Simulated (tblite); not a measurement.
Species: C2H5O4S (doublet state).
SMILES with atom numbers: `[CH3:1][S:2](=[O:3])(=[O:4])[O:5][CH2:6][O:7]` (hydrogens: H8, H9, H10 on C1; H11, H12 on C6)
Bond orders are those of one Lewis drawing.

Computed with GFN2-xTB (tblite), gas phase: L-BFGS steps from a force-field or distance-geometry start until the largest atomic force falls under 0.01 eV/Å.

At the end of the run (lengths in Å): C6–O7 1.270, S2–O5 1.610, S2=O4 1.420, S2=O3 1.445, C6–H11 1.150, O5–C6 1.427, C1–S2 1.791, S2–O5–C6 110.1°, O5–C6–O7 116.9°, O3–S2–O4 118.0°, O3–S2–O5 105.0°, C1–S2–O5–C6 79°, S2–O5–C6–O7 -82°, H11–C6–O5–S2 38°, H8–C1–S2–O3 -174°.

**Question.** These geometries were met on the way; a selection of coordinates is given. Order them by energy above the end point, lowest first.
A. C6–O7 1.265, S2–O5 1.615, S2=O4 1.426, S2=O3 1.439, C6–H11 1.142, O5–C6 1.429, C1–S2 1.788, S2–O5–C6 116.9°, O5–C6–O7 116.6°, O3–S2–O4 117.2°, O3–S2–O5 106.2°, C1–S2–O5–C6 131°, S2–O5–C6–O7 -132°, H11–C6–O5–S2 -5°, H8–C1–S2–O3 -141°
B. C6–O7 1.294, S2–O5 1.698, S2=O4 1.416, S2=O3 1.417, C6–H11 1.133, O5–C6 1.403, C1–S2 1.827, S2–O5–C6 116.8°, O5–C6–O7 110.3°, O3–S2–O4 115.7°, O3–S2–O5 109.9°, C1–S2–O5–C6 156°, S2–O5–C6–O7 180°, H11–C6–O5–S2 -56°, H8–C1–S2–O3 -126°
C. C6–O7 1.267, S2–O5 1.633, S2=O4 1.426, S2=O3 1.430, C6–H11 1.137, O5–C6 1.437, C1–S2 1.796, S2–O5–C6 122.6°, O5–C6–O7 117.0°, O3–S2–O4 117.2°, O3–S2–O5 106.8°, C1–S2–O5–C6 156°, S2–O5–C6–O7 -178°, H11–C6–O5–S2 -52°, H8–C1–S2–O3 -127°
D. C6–O7 1.262, S2–O5 1.597, S2=O4 1.417, S2=O3 1.448, C6–H11 1.150, O5–C6 1.445, C1–S2 1.803, S2–O5–C6 114.8°, O5–C6–O7 116.9°, O3–S2–O4 117.1°, O3–S2–O5 105.2°, C1–S2–O5–C6 105°, S2–O5–C6–O7 -114°, H11–C6–O5–S2 9°, H8–C1–S2–O3 -145°
E. C6–O7 1.409, S2–O5 1.674, S2=O4 1.494, S2=O3 1.503, C6–H11 1.097, O5–C6 1.378, C1–S2 1.782, S2–O5–C6 114.4°, O5–C6–O7 105.7°, O3–S2–O4 110.5°, O3–S2–O5 111.4°, C1–S2–O5–C6 155°, S2–O5–C6–O7 -179°, H11–C6–O5–S2 -60°, H8–C1–S2–O3 -125°

**Answer.** D (0.113 eV), A (0.188 eV), C (0.317 eV), B (0.526 eV), E (1.236 eV).

```
step  E above end (eV)  rms distance from the end, all atoms (Å)  largest force (eV/Å)  rms shift of all bonds from the end (Å)
  76             0.113                                     0.383                 0.309                                    0.009
  70             0.188                                     0.551                 0.147                                    0.005
   4             0.317                                     0.799                 0.344                                    0.012
   1             0.526                                     0.803                 1.861                                    0.033
   0             1.236                                     0.809                 4.825                                    0.060
```

Rows stand in the order of the answer.
